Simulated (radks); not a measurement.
Values are calculated unless marked as measured or tabulated.
Polarisability of the potassium ion K7+, [Ne] 3s2, at imaginary frequency. Level of theory: non-relativistic Kohn-Sham, LDA (Slater exchange, Perdew-Wang correlation), spin-unpolarised, spherical densities, point nucleus (a radial shooting solver on a logarithmic mesh with Libxc functionals). Response by self-consistent Sternheimer equations with the Hartree and adiabatic LDA kernel.

w (hartree)  alpha1(iw) (bohr^3)  alpha2(iw) (bohr^5)
0.00266                    1.478                1.042
0.0143                     1.477                1.042
0.0360                     1.475                1.042
0.0697                     1.469                1.041
0.118                      1.452                1.038
0.186                      1.416                1.031
0.280                      1.344                1.018
0.413                      1.216               0.9919
0.605                      1.015               0.9407
0.892                     0.7512               0.8466
1.35                      0.4780               0.6904
2.12                      0.2616               0.4765
3.59                      0.1267               0.2571
6.94                     0.05547              0.09716
17.5                     0.01804              0.02029

Static values: alpha1 = 1.478 bohr^3 (0.2190 angstrom^3; uncoupled 2.443), alpha2 = 1.042 bohr^5, alpha3 = 1.188 bohr^7. C6 = 1.536, C8 = 7.412, triple-dipole C9 = 1.647 atomic units. One-pole (London) frequency 4 C6 / (3 alpha1^2) = 0.938 hartree, against 5.341 for minus the highest occupied eigenvalue. The dipole shielding factor is 0.632, as the force sum rule N/Z = 0.632 demands.
